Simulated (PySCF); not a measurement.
Compound: C6H12SSi2.
Bonds: Si1–C2, C2–C3, C3–Si4, Si4–C5, C5–C6 (aromatic), C6–C7 (aromatic), C7–C8 (aromatic), C8–S9 (aromatic), C5–S9 (aromatic). Hydrogens: H10, H11, H12 on Si1; H13, H14 on C2; H15, H16 on C3; H17, H18 on Si4; H19 on C6; H20 on C7; H21 on C8.

Torsions of this conformer, `[SiH3:1][CH2:2][CH2:3][SiH2:4][c:5]1[cH:6][cH:7][cH:8][s:9]1`: Si1–C2–C3–Si4 180°, C2–C3–Si4–C5 179°, C3–Si4–C5–C6 106°.

The closed-shell ground state was solved at several levels (PySCF, density fitting, gas phase, non-relativistic). Isolated species at its PBE0-D3(BJ)/def2-SVP geometry (one conformer only).

| level | basis functions | total energy (Eh) | HOMO (eV) | LUMO (eV) | gap (eV) | dipole (D) |
| --- | --- | --- | --- | --- | --- | --- |
| B3LYP/pcSseg-1 | 234 | -1213.0327 | -6.71 | -0.98 | 5.73 | 0.93 |
| CAM-B3LYP/def2-SVPD | 291 | -1212.4426 | -8.15 | 0.23 | 8.38 | 0.95 |

**Question.** Estimate the row for PBE0/pcSseg-1, a basis of 234 functions; the other rows only guide the guess.

**Answer.** Total energy -1212.2911 Eh, HOMO -6.96 eV, LUMO -0.83 eV, gap 6.13 eV, dipole 0.97 D.

**Question.** Over all these levels, which gives the widest orbital gap and which the narrowest?

**Answer.** CAM-B3LYP/def2-SVPD (range-separated hybrid) has the widest, 8.38 eV, and B3LYP/pcSseg-1 (global hybrid, 20 % exact exchange) the narrowest, 5.73 eV. Functional and basis both differ between the two, so the spread mixes both effects.

**Question.** How far do the dipole and the HOMO energy spread over the levels?

**Answer.** The dipole runs from 0.93 to 0.97 D (mean 0.95 D) and the HOMO from -8.15 to -6.71 eV.
